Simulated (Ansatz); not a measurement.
`[NH2][In]1[CH2]S[S]1`. The species carries charge 0 and has multiplicity 1. In: def2 effective core potential. Geometry: relaxed with PBE0-D4/def2-TZVP. It is one conformer, not always the lowest.

```xyz
9

N    -1.604   -1.701   -0.493
In   -0.417   -0.179    0.049
C     1.497    0.802   -0.121
S     1.050    2.291    0.802
S    -0.996    1.901    1.132
H    -2.443   -1.821    0.057
H    -1.165   -2.601   -0.626
H     1.753    1.032   -1.157
H     2.325    0.276    0.357
```

(1) What is the dipole moment at ωB97M-V/def2-TZVPP? (An estimate is asked.)

(2) And with PBE, r2SCAN, B3LYP? (An estimate is asked.)

(3) Give the Mulliken charges with ωB97M-V, PBE, r2SCAN in def2-TZVPP. (Best estimate.)

Answers

(1) The calculation gave: 4.49 D, with components (0.54, -4.32, -1.08) D in this frame, pointing from negative to positive charge.

(2) Ansatz gave: PBE 4.25 D, r2SCAN 4.44 D, B3LYP 4.36 D.

(3) The calculation gave: 
| atom | ωB97M-V | PBE | r2SCAN |
| --- | --- | --- | --- |
| N1 | -0.43 | -0.43 | -0.49 |
| In2 | 0.68 | 0.61 | 0.71 |
| C3 | -0.45 | -0.35 | -0.31 |
| S4 | -0.04 | -0.08 | -0.08 |
| S5 | -0.30 | -0.32 | -0.35 |
| H6 | 0.12 | 0.15 | 0.16 |
| H7 | 0.11 | 0.14 | 0.15 |
| H8 | 0.16 | 0.13 | 0.11 |
| H9 | 0.15 | 0.13 | 0.11 |

B3LYP here is the variant with VWN-RPA as its local correlation; programs differ in this.
